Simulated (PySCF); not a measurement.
## Calculated data, BH₃N

Computed with PySCF 2.14.0. Calculation on a computer-drawn molecule: vertical ionisation energy to the stated ion spin, frozen-core CCSD(T) at the basis limit and cheaper methods, single-reference cases, UHF for radicals, no spin-orbit; all values are single points at the evaluated structure, the first of each entry, which is the reference or a displaced copy of it and isn't optimised; the reference structure only sets the zero of the energies above reference; triples share is (T) over the correlation energy.

## BH₃N

Evaluated structure:
```xyz
5
BH3N
B     -0.2443    -1.0143     0.7934
N      0.1352    -2.1273     1.3679
H     -0.5966    -0.0170     0.2823
H      1.3400    -2.5826     1.2637
H     -0.4815    -2.7071     1.9189
```

Reference structure:
```xyz
5
BH3N
B     -0.2462    -1.0135     0.7906
N      0.1450    -2.1266     1.3639
H     -0.5951    -0.0203     0.2791
H      1.0895    -2.4819     1.2890
H     -0.4710    -2.7057     1.9199
```

It was run with charge 1, multiplicity 1, ion multiplicity 2, diffuse functions no, basis cc-pVnZ, reference is the Hartree-Fock double-zeta minimum, best is HF at quadruple zeta + MP2 correlation extrapolated from triple and quadruple zeta + CCSD(T) minus MP2 at triple zeta and basis step is the size of the change from the same recipe one zeta lower.

Drawn bonds:
| atom | other atom | order |
| --- | --- | --- |
| 1 | 2 | 1 |
| 1 | 3 | 1 |
| 2 | 4 | 1 |
| 2 | 5 | 1 |

**Q.** Give the missing ionisation energy Koopmans at triple zeta for BH₃N.
**A.** 19.94 eV

**Q.** BH₃N: total energy best?
**A.** -80.9642 hartree

**Q.** Give the table of triple zeta values for BH₃N.
**A.** 
Triple zeta:
| method | ionisation energy (eV) | energy above reference (kcal/mol) |
| --- | --- | --- |
| HF | 17.79 | 26.43 |
| PBE | 19.73 | 19.35 |
| r2SCAN | 19.5 | 21.42 |
| B3LYP | 19.64 | 21.18 |
| wB97X | 19.5 | 22.53 |
| MP2 | 19.62 | 22.11 |
| CCSD | 19.4 | 22.49 |
| CCSD(T) | 19.53 | 21.8 |

Further results for BH₃N:

* ionisation energy best: 19.66 eV
* ionisation energy basis step: 0.02419 eV
* energy above reference best: 21.89 kcal/mol
* energy above reference basis step: 0.1011 kcal/mol
* ionisation energy EOM CCSD at triple zeta: 19.48 eV
* total energy HF triple zeta: -80.6061 hartree
* total energy CCSD(T) triple zeta: -80.9248 hartree
* T1 diagnostic at triple zeta: 0.01324
* D1 diagnostic at triple zeta: 0.03464
* ion T1 diagnostic at triple zeta: 0.01004
* ion D1 diagnostic at triple zeta: 0.02479
* ion spin squared at triple zeta: 0.7607
* triples share at triple zeta: 0.03716
* basis functions triple zeta: 102
